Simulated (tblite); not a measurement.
Compound: C5H8ClF2 (doublet state).
Numbering: `[CH2:1][CH2:2][C@H:3]([Cl:4])[CH2:5][CH:6]([F:7])[F:8]` (hydrogens: H9, H10 on C1; H11, H12 on C2; H13 on C3; H14, H15 on C5; H16 on C6)

Structure optimised with GFN2-xTB, isolated species. This method treats the open shell by occupation alone, without spin polarisation.

Q: What internal coordinates does the optimisation give?

A: 
| bond | length (Å) | order |
| --- | --- | --- |
| C1–C2 | 1.473 | single |
| C2–C3 | 1.532 | single |
| C3–Cl4 | 1.795 | single |
| C3–C5 | 1.523 | single |
| C5–C6 | 1.521 | single |
| C6–F7 | 1.354 | single |
| C6–F8 | 1.357 | single |
| C1–H9, C1–H10 | 1.071 | single |
| C2–H11 | 1.102 | single |
| C2–H12 | 1.094 | single |
| C3–H13 | 1.093 | single |
| C5–H14 | 1.093 | single |
| C5–H15 | 1.091 | single |
| C6–H16 | 1.100 | single |

Bonds in one row agree within 0.01 Å and their mean is given. Orders are formal, as drawn. A selection of angles:
| angle | degrees |
| --- | --- |
| C1–C2–C3 | 113.5 |
| C2–C3–Cl4 | 109.6 |
| C2–C3–C5 | 111.8 |
| Cl4–C3–C5 | 109.2 |
| C3–C5–C6 | 112.1 |
| C5–C6–F7 | 110.3 |
| C5–C6–F8 | 110.5 |
| F7–C6–F8 | 106.1 |

Torsions: C1–C2–C3–Cl4 63° (synclinal); C2–C3–C5–C6 -174° (antiperiplanar); C3–C5–C6–F7 -176° (antiperiplanar).

Of the pairs four or more bonds apart, Cl4···H16 is among the closest relative to their van der Waals radii: 2.76 Å, 94 % of the sum of Bondi's values. C1 (carbon bonded to C and 2 H) is almost planar (angles 120.4°, 119.9° and 119.0°, sum 359.3°, 0.06 Å off the plane of its three neighbours). The 4 C–C bonds span 1.473 Å (C1–C2, drawn single) to 1.532 Å (C2–C3, drawn single), a spread of 0.059 Å.

Point group: C1 (no symmetry element, even within 0.4 Å). Its GFN2-xTB frequencies are all real (lowest 49 cm⁻¹). Torsions: H–C1–C2–C3 -40° and 150°, C1–C2–C3–Cl4 63°, C2–C3–C5–C6 -174°, C3–C5–C6–F7 -176°. 3 starts were optimised and ended at 0.00, 1.31 and 2.87 kcal/mol (GFN2-xTB); the lowest of these is shown.

On one thread, Arm Neoverse V2 (aarch64), no GPU, shared host with 96 logical CPUs at a one-minute load of 54, this took 0.29 s. These figures are those of the optimisation.

One conformer stands for the species.

The numbers are calculated, not measured.
